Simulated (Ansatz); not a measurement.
Species: GeBr2 (charge +1, doublet). SMILES of the parent species: [Br][Ge][Br]

Atoms: Ge1, Br2, Br3. Bonds: Ge1-Br2, Ge1-Br3.

Bond lengths (Å) and angles (degrees) optimised at HF/STO-3G with Ansatz (an electronic-structure program); HF/3-21G with Ansatz; HF/LANL2DZ with Ansatz; PBE/LANL2DZ with Ansatz; B3LYP/LANL2DZ with Ansatz; MP2/LANL2DZ with Ansatz, each started from the B3LYP-D3(BJ)/def2-TZVP structure (Ansatz) of the last column. A row stands for all coordinates that are equal there. No wavenumbers were computed at HF/STO-3G, PBE/LANL2DZ, MP2/LANL2DZ, so these may be saddle points.

```
coordinate   HF/STO-3G  HF/3-21G  HF/LANL2DZ  PBE/LANL2DZ  B3LYP/LANL2DZ  MP2/LANL2DZ  B3LYP-D3(BJ)/def2-TZVP
-----------  ---------  --------  ----------  -----------  -------------  -----------  ----------------------
Ge1-Br2          2.199     2.329       2.369        2.401          2.399        2.363                   2.263
Br2-Ge1-Br3      119.2     122.5       120.5        119.6          119.9        121.9                   120.7
```

Mean signed difference of all 2 bond lengths from B3LYP-D3(BJ)/def2-TZVP: HF/STO-3G -0.064 Å, HF/3-21G 0.067 Å, HF/LANL2DZ 0.106 Å, PBE/LANL2DZ 0.139 Å, B3LYP/LANL2DZ 0.137 Å, MP2/LANL2DZ 0.101 Å.
